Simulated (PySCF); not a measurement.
A GIAO shielding run with PySCF (density fitting, non-relativistic, gas phase) on SMILES CC(=S)CC1=C[SiH2]C=CC1, C8H12SSi:

```
$ OMP_NUM_THREADS=1 python probes_run.py task.json out

{"job": {"kind": "nmr", "xc": "PBE0", "basis": "pcSseg-1"}, "charge": 0, "multiplicity": 1}
C      2.768801    -0.523683     0.846401
C      2.238819     0.516221    -0.074723
S      2.531912     2.098952     0.161309
C      1.364776     0.046332    -1.192552
C     -0.053706    -0.068323    -0.648897
C     -0.530288    -1.230000    -0.214735
Si    -2.239515    -1.413680     0.527055
C     -2.741837     0.377853     0.705255
C     -2.036150     1.364194     0.167430
C     -0.787344     1.237119    -0.645713
H      1.956751    -1.167862     1.185032
H      3.257946    -0.070857     1.704712
H      3.489926    -1.150393     0.318984
H      1.385599     0.766821    -2.011318
H      1.700193    -0.928178    -1.550854
H      0.107418    -2.103503    -0.275569
H     -3.138628    -2.158894    -0.366254
H     -2.161812    -2.102560     1.824170
H     -3.633239     0.629128     1.264090
H     -2.358465     2.395018     0.282472
H     -0.090192     2.020055    -0.321227
H     -1.041376     1.485628    -1.685917
```

Hardware: 1 thread of an Arm Neoverse V2, shared host. The job also computes population analyses, field gradients, ring-centre shieldings.

(1) How large is the calculation?

(2) How long does it take, and how much memory does it need?

Answers

(1) 90 electrons, 244 basis functions and 1306 auxiliary functions.

(2) 85 s of wall time, with 15 SCF cycles and 5 response iterations; peak memory 1.2 GiB. Times on a shared host scatter by some tens of per cent.
